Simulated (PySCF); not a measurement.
C₆H₅F, SMILES C(C#C)(=C)/C=C\F. Atoms are numbered in the order given.

```xyz
12

C     -2.1436    -0.9815     0.0000
C     -0.9348    -0.8909     0.0000
C      0.4974    -0.8175     0.0000
C      1.2214    -1.9587     0.0000
C      1.1707     0.4826     0.0000
C      0.6327     1.7064     0.0000
F     -0.6661     1.9550     0.0000
H     -3.2156    -1.0495     0.0000
H      0.7347    -2.9351     0.0000
H      2.3137    -1.9271     0.0000
H      2.2631     0.4555     0.0000
H      1.2357     2.6193     0.0000
```

Geometry optimised at PBE0-D3(BJ)/def2-SVP. The structure was generated by enumeration; whether it is a known compound was not checked. One conformer was computed; it need not be the lowest.

Two levels are set side by side: PBE/pcSseg-1 (PySCF) and B3LYP/pcSseg-1 (PySCF). GIAO shifts against CFCl3 (¹⁹F), TMS (¹H), TMS (¹³C) at the same level; non-relativistic, no solvent, atoms listed together averaged. Differences are taken from unrounded values.

```
quantity               PBE
------------------  ------
δ(¹³C) of C1 (ppm)    88.0
δ(¹³C) of C2 (ppm)    87.8
δ(¹³C) of C3 (ppm)   131.2
δ(¹³C) of C4 (ppm)   133.4
δ(¹³C) of C5 (ppm)   118.1
δ(¹³C) of C6 (ppm)   158.2
δ(¹⁹F) of F7 (ppm)  -123.1
δ(¹H) of H8 (ppm)     3.27
δ(¹H) of H11 (ppm)    5.33
δ(¹H) of H12 (ppm)    6.79
```

Q: These are the PBE values. What does B3LYP give? (An estimate is asked for; the answer gives what the named calculation found.)

A: 
| quantity | B3LYP | PBE minus B3LYP |
|---|---|---|
| δ(¹³C) of C1 (ppm) | 88.5 | -0.5 |
| δ(¹³C) of C2 (ppm) | 85.6 | 2.3 |
| δ(¹³C) of C3 (ppm) | 134.2 | -3.0 |
| δ(¹³C) of C4 (ppm) | 136.1 | -2.8 |
| δ(¹³C) of C5 (ppm) | 119.8 | -1.7 |
| δ(¹³C) of C6 (ppm) | 159.7 | -1.5 |
| δ(¹⁹F) of F7 (ppm) | -119.1 | -4.0 |
| δ(¹H) of H8 (ppm) | 3.31 | -0.04 |
| δ(¹H) of H11 (ppm) | 5.28 | 0.05 |
| δ(¹H) of H12 (ppm) | 6.71 | 0.08 |

Rough cost on one machine, each run with all the roots and properties that it gave: B3LYP against PBE within a factor of 2.
